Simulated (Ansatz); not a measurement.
Cost and result for the atomization energy of CH2AsN, SMILES `C1=N[AsH]1` (5 atoms, 5 bonds).

The species carries charge 0 and has multiplicity 1. Correlated methods include outer-core shells of As, which these sets cover unevenly. Scalar relativity is left out up to krypton. All single points use the PBE0-D4/def2-TZVP geometry. Program: Ansatz. All runs use 2 threads of an Intel Xeon on a shared host. Times are those of one run each, without the atoms' runs, and a repeat can differ threefold. Electronic energies, without spin–orbit coupling; frozen cores. CCSD(T)/CBS adds CCSD(T) − MP2 in def2-TZVPP to the MP2 limit, and its time is that of the two runs behind it. T1 = 0.013; the RHF reference is unstable towards UHF. With those shells the extrapolation isn't a true limit. B3LYP takes the VWN-RPA correlation (the form of Gaussian; ORCA's B3LYP/G). HSE06 is the plane-wave form, built on full-range PBE exchange.

CCSD(T)/CBS is a level of theory with its own doubt, some kJ/mol a heavy atom from the limit and from the frozen cores, so smaller differences don't rank the functionals.

```
                             level  functions  wall time
                BLYP-D4/def2-TZVPP        138     0.95 s
               BHLYP-D4/def2-TZVPP        138      1.2 s
               HSE06-D4/def2-TZVPP        138      1.4 s
                  CCSD(T)/def2-SVP         70      1.4 s
 B3LYP-D4/def2-TZVPP (with forces)        138      1.6 s
r2SCAN-D4/def2-TZVPP (with forces)        138        2 s
               PBE-QIDH/def2-TZVPP        138      2.5 s
                ωB97X-V/def2-TZVPP        138      3.2 s
                 B97M-V/def2-TZVPP        138      3.4 s
  ωB97M-V/def2-TZVPP (with forces)        138      4.2 s
                    MP2/def2-QZVPP        263      8.5 s
                CCSD(T)/def2-TZVPP        138       12 s
                 CCSD(T)/CBS(def2)          –       20 s
```

Task: What atomization energy does each give, and how far from CCSD(T)/CBS? (Estimate.)

Result: Ansatz gave: 
| level | atomization (kcal/mol) | difference from CCSD(T)/CBS | per bond |
| --- | --- | --- | --- |
| BLYP-D4/def2-TZVPP | 410.2 | 15.9 | 3.2 |
| BHLYP-D4/def2-TZVPP | 371.9 | -22.4 | -4.5 |
| HSE06-D4/def2-TZVPP | 397.6 | 3.3 | 0.7 |
| CCSD(T)/def2-SVP | 357.6 | -36.7 | -7.3 |
| B3LYP-D4/def2-TZVPP (with forces) | 400.0 | 5.7 | 1.2 |
| r2SCAN-D4/def2-TZVPP (with forces) | 395.8 | 1.5 | 0.3 |
| PBE-QIDH/def2-TZVPP | 386.8 | -7.5 | -1.5 |
| ωB97X-V/def2-TZVPP | 399.3 | 5.0 | 1.0 |
| B97M-V/def2-TZVPP | 399.2 | 4.9 | 1.0 |
| ωB97M-V/def2-TZVPP (with forces) | 396.4 | 2.1 | 0.4 |
| MP2/def2-QZVPP | 397.6 | 3.3 | 0.7 |
| CCSD(T)/def2-TZVPP | 379.2 | -15.1 | -3.0 |
| CCSD(T)/CBS(def2) | 394.3 | 0.0 | 0.0 |

From r2SCAN to r2SCAN0 (25 % exact exchange), in def2-TZVPP and without D4, the atomization energy moves by −16.4 kcal/mol: exact exchange takes away binding that semilocal exchange gives to molecules. Leaving LDA and LC-ωPBE aside and taking each functional with its dispersion term where it has one, the values, not all of them listed here, spread over 46.9 kcal/mol, from BHLYP-D4 to PBE-D4. LDA lies +61.3 kcal/mol from PBE without D4, its usual overbinding. The D4 term adds +3.5 kcal/mol with B3LYP and +1.7 kcal/mol with PBE0; it sums over pairs of atoms, weighted by their polarisabilities, and B3LYP, whose exchange is more repulsive, gets the larger term.
